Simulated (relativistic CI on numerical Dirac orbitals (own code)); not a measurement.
W6+: N6,7 absorption edge

Computed with this model: Dirac-Coulomb-Breit CI, separate exchange-only KLI orbitals for each configuration, model QED (radiative potential, 1s self-energy scaled to tabulated hydrogen-like ionisation energies), valence Slater integrals scaled by 0.8, multiplet model of core-to-valence dipole absorption; configurations [Xe] 4f14 → [Xe] 4f13 5d; 300 K; Lorentzian 0.18 eV and Gaussian 0.3 eV FWHM. Energies are those of the free ion, without screening or charge transfer. The branching ratio is the share of the lower-energy edge in the whole absorption, uncertain by about 0.02 where the edges overlap. S is read from ⟨S²⟩ = S(S + 1).

Field parameters in Wybourne normalisation: D3d B²₀ = −7Dσ, B⁴₀ = −14Dq − 21Dτ, B⁴₃ = −14√(10/7) Dq; D4h B²₀ = −7Ds, B⁴₀ = 21(Dq − Dt), B⁴₄ = 21√(5/14) Dq; Td as Oh with Dq negative (B⁴₀ = 21Dq, B⁴₄ = √(5/14) B⁴₀). The field is a parameter set, without covalency.

free ion: ground-state S = 0.00, centroid 41.38 eV. Peaks (eV, height): 41.5 (100).

Td, 10Dq = -9150 cm⁻¹: ground-state S = 0.00, centroid 41.38 eV. Peaks (eV, height): 40.6 (22), 41.7 (100).

D4h, 10Dq = 41950, Ds = 30, Dt = -320 cm⁻¹: ground-state S = 0.00, centroid 41.38 eV. Peaks (eV, height): 36.0 (15), 38.6 (100), 42.1 (66), 44.3 (95).

D3d, 10Dq = 31750, Dσ = 660, Dτ = -140 cm⁻¹: ground-state S = 0.00, centroid 41.38 eV. Peaks (eV, height): 36.6 (12), 39.1 (66), 41.4 (85), 43.4 (100).

Strongest unbroadened transitions for D4h, 10Dq = 41950, Ds = 30, Dt = -320 cm⁻¹:

| Energy (eV) | Relative strength |
| --- | --- |
| 36.03 | 11.3 |
| 37.20 | 7.8 |
| 38.56 | 49.0 |
| 38.63 | 20.7 |
| 38.64 | 100.0 |
| 38.71 | 12.7 |
| 41.94 | 14.7 |
| 42.07 | 23.7 |
| 42.13 | 45.4 |
| 42.19 | 25.8 |
| 42.26 | 20.7 |
| 43.70 | 11.0 |
| 43.81 | 26.6 |
| 44.18 | 37.2 |
| 44.22 | 32.6 |
| 44.26 | 8.0 |
| 44.33 | 57.5 |
| 44.41 | 54.9 |
